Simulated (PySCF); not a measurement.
# Polarisability and C₆ of Sm(39+) (samarium, charge +39)

[Ar] 3d5, high-spin 6S determinant. All numbers are calculated (PySCF 2.14, scalar relativity by spin-free X2C-1e, in an even-tempered Gaussian basis (18 s from 6.9 bohr⁻², ratio 2.5; 12 p from 9 bohr⁻², ratio 2.5; 8 d from 9 bohr⁻², ratio 2.5; 4 f from 36 bohr⁻², ratio 2.7; 3 g from 54 bohr⁻², ratio 2.7)). Coupled (time-dependent) response in atomic units; α is the mean over directions.

```
method  mean α (bohr³)  C₆ (like pair)      S(−4)
   UHF        0.006296       0.0007306  2.803e-05
```

S(−4) is the Cauchy moment in α(ω) = α(0) + S(−4) ω² + …

α(iu) at UHF:

```
u (hartree)  α(iu) (bohr³)
          0       0.006296
       2.00       0.006187
       4.00       0.005891
       8.00       0.005038
       12.0       0.004228
       16.0       0.003615
       20.0       0.003173
       30.0       0.002492
       40.0       0.002083
       60.0       0.001546
        100      0.0009249
```

For an ion, C₆ is the dispersion term alone; charge-induced terms of lower order in 1/R come first.

Spin-orbit coupling, which splits the p, d and f shells strongly at this Z, is absent. Spin-orbit coupling is strong in this species (close to jj coupling), so the high-spin LS determinant is a model state, not a physical level.
